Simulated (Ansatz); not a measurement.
A made-up structure of B₂H₂O₂, singlet:

```
6
angstrom
O -0.0291 -0.8061 -1.8876
B -0.2129 -0.3648 -0.6523
B 0.2130 0.3646 0.6524
O 0.0291 0.8061 1.8876
H 0.2816 -1.3816 -0.4428
H -0.8317 0.6018 2.2702
```

It is relaxed with PBE-D4/def2-SVP and then PBE0-D4/def2-TZVP (Ansatz 0.2.0). Atoms count as bonded within 1.22 times the sum of their covalent radii (H–H: 0.88 Å). The end point is not checked to be a true minimum.

Question: Does its bonding change? (A judgement: the text doesn't fix the answer.)

Answer: The calculation gives: No: no bond forms or breaks.

Where it ends: The first stage lowers the energy by 2.54 eV in 14 steps. It ends as B₂H₂O₂ ([O][BH][B][OH]):
```
6
angstrom
O 0.2042 -0.5735 -2.0352
B 0.0297 -0.5378 -0.8075
B -0.0437 0.6322 0.4792
O -0.1991 0.8904 1.7281
H -0.1798 -1.4279 0.0464
H -0.3614 0.2367 2.4166
```

Labels in which every atom is bracketed show which atoms are joined, not bond orders.

For scale, one of the runs: PBE0-D4/def2-TZVP relaxation, 136 basis functions, launched by `ansatz run in.yaml --threads 2 --pin off --events-out ev --progress --plain --max-ram 4352MiB`. The run took about 19 s on 2 CPU threads of an Arm Neoverse V1 (shared host).
